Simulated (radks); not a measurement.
Question: All-electron atom: Yb+ in [Xe] 4f14 6s1. All-electron calculation, Dirac Kohn-Sham, BLYP, spin-unpolarised, spherical densities, point nucleus. Program: a radial shooting solver on a logarithmic mesh with Libxc functionals. Some entries of the table are withheld. Estimate them.

orbital,occ.,eigenvalue (eV),r(max) (bohr),<r^2> (bohr^2)
1s1/2,2,-61182.01,0.01236,0.0005297
2s1/2,2,-10364.94,0.07075,0.008149
2p1/2,2,(1),0.05296,0.005859
2p3/2,4,(2),0.05938,0.007071
3s1/2,2,-2341.010,0.1997,0.05359
3p1/2,2,-2129.876,0.1874,0.04945
3p3/2,4,-1907.564,0.2008,0.05620
3d3/2,4,-1548.493,0.1580,(3)
3d5/2,6,-1499.922,0.1618,(4)
4s1/2,2,-465.6366,0.4555,0.2689
4p1/2,2,-380.2535,0.4568,(5)
4p3/2,4,-329.8905,0.4852,(6)
4d3/2,4,-189.5707,0.4859,0.3561
4d5/2,6,-180.4055,0.4951,0.3710
5s1/2,2,-61.4577,1.071,1.649
5p1/2,2,-38.4226,1.169,2.137
5p3/2,4,-32.3185,1.261,2.529
4f5/2,6,-10.3128,(7),0.8333
6s1/2,1,-9.3410,3.050,14.03
4f7/2,8,-8.9953,(8),0.8985

Answer: 
(1) 2p1/2 eigenvalue (eV): -9886.076
(2) 2p3/2 eigenvalue (eV): -8838.602
(3) 3d3/2 <r^2> (bohr^2): 0.04401
(4) 3d5/2 <r^2> (bohr^2): 0.04587
(5) 4p1/2 <r^2> (bohr^2): 0.2799
(6) 4p3/2 <r^2> (bohr^2): 0.3176
(7) 4f5/2 r(max) (bohr): 0.4802
(8) 4f7/2 r(max) (bohr): 0.4857
